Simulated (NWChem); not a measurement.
System meant: C₂H₆HfO; SMILES [O]=[Hf]([CH3])[CH3]

Here is an NWChem input.

```
start job
memory heap 200 mb stack 900 mb global 1100 mb
geometry units angstroms noautoz
  Hf     0.243664     0.933393     0.000000
  O      1.843371     0.210531     0.000000
  C     -0.763415    -0.013172    -1.746981
  H     -0.633736    -1.107673    -1.691460
  H     -1.847937     0.197610    -1.784710
  H     -0.315552     0.302497    -2.707179
  C     -0.763415    -0.013172     1.746981
  H     -1.847937     0.197610     1.784710
  H     -0.633736    -1.107673     1.691460
  H     -0.315552     0.302497     2.707179
end
basis spherical
  Hf library def2-svp
  O library def2-svp
  C library def2-svp
  H library def2-svp
end
dft
  xc xpbe96 cpbe96
  iterations 150
  mulliken
end
task dft energy
```

End of the output:

```
          Convergence Information
          -----------------------
          Convergence aids based upon iterative change in
          total energy or number of iterations.
          Levelshifting, if invoked, occurs when the
          HOMO/LUMO gap drops below (HL_TOL):  1.00D-02
          DIIS, if invoked, will attempt to extrapolate
          using up to (NFOCK): 10 stored Fock matrices.

                    Damping( 0%)  Levelshifting(0.5)       DIIS
                  --------------- ------------------- ---------------
          dE  on:    start            ASAP                start
          dE off:    2 iters        150 iters           150 iters

      Screening Tolerance Information
      -------------------------------
          Density screening/tol_rho:  1.00D-10
          AO Gaussian exp screening on grid/accAOfunc:  14
          CD Gaussian exp screening on grid/accCDfunc:  20
          XC Gaussian exp screening on grid/accXCfunc:  20
          Schwarz screening/accCoul:  1.00D-08

      Superposition of Atomic Density Guess
      -------------------------------------

      charge =      72.0 Hf (Hafnium)

      symmetry species            s     p     d     f
      number of basis functions = 7     6     5     1
      number of cont. functions = 6     3     2     1
      number of closed shells   = 6     4     2     1
      number of open shells     = 0     0     1     0
      open shell occupation     = 0     0     2     0
 ------------------------------------------------------------------------
 atomscf:atomd: error in atom scf                   0
 ------------------------------------------------------------------------
 ------------------------------------------------------------------------
  current input line :
    26: task dft energy
 ------------------------------------------------------------------------
 ------------------------------------------------------------------------
 This error has not yet been assigned to a category
 ------------------------------------------------------------------------
 For more information see the NWChem manual at https://nwchemgit.github.io

0:atomscf:atomd: error in atom scf:Received an Error in Communication
```

Task: What is wrong, and how is it mended?

Result: The run crashed. Cause: the def2 basis of a heavy element holds valence functions alone and wants its effective core potential (without it all electrons must fit into that basis). This input runs:
```
start job
memory heap 200 mb stack 900 mb global 1100 mb
geometry units angstroms noautoz
  Hf     0.243664     0.933393     0.000000
  O      1.843371     0.210531     0.000000
  C     -0.763415    -0.013172    -1.746981
  H     -0.633736    -1.107673    -1.691460
  H     -1.847937     0.197610    -1.784710
  H     -0.315552     0.302497    -2.707179
  C     -0.763415    -0.013172     1.746981
  H     -1.847937     0.197610     1.784710
  H     -0.633736    -1.107673     1.691460
  H     -0.315552     0.302497     2.707179
end
basis spherical
  * library def2-svp
end
ecp
  Hf library def2-ecp
end
dft
  xc xpbe96 cpbe96
  iterations 150
  mulliken
end
task dft energy
```
It converges to -202.79089 Ha (PBE/def2-SVP with def2 effective core potentials on Hf).
